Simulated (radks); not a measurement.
Species: O V. Configuration: [He] 2s2 (the NIST ground configuration).

All-electron calculation, scalar-relativistic Kohn-Sham, r2SCAN, spin-polarised, spherical densities, finite nucleus; meta-GGA in the generalised Kohn-Sham scheme; Fermi nuclear charge, rms radius 2.6991 fm. Program: a radial shooting solver on a logarithmic mesh with Libxc functionals.

Energy parts (eV):
| part | energy |
|---|---|
| total | -1861.009 |
| kinetic | 1861.444 |
| electron-nucleus | -4016.989 |
| Hartree | 458.758 |
| exchange-correlation | -164.222 |

Orbitals (lengths in bohr, moments of r in powers of bohr; r(max) is where P^2 peaks):
\begin{tabular}{lrrrr}
orbital & occ. & eigenvalue (eV) & <r^2> & r(max) \\ \hline
1s & 2 & -625.8710 & 0.05284 & 0.1290 \\
2s & 2 & -103.2108 & 1.020 & 0.7852 \\
\end{tabular}

The highest occupied level is 2s at -103.21 eV. The electron density at the nucleus is 331.2 e/bohr^3 (large components only).
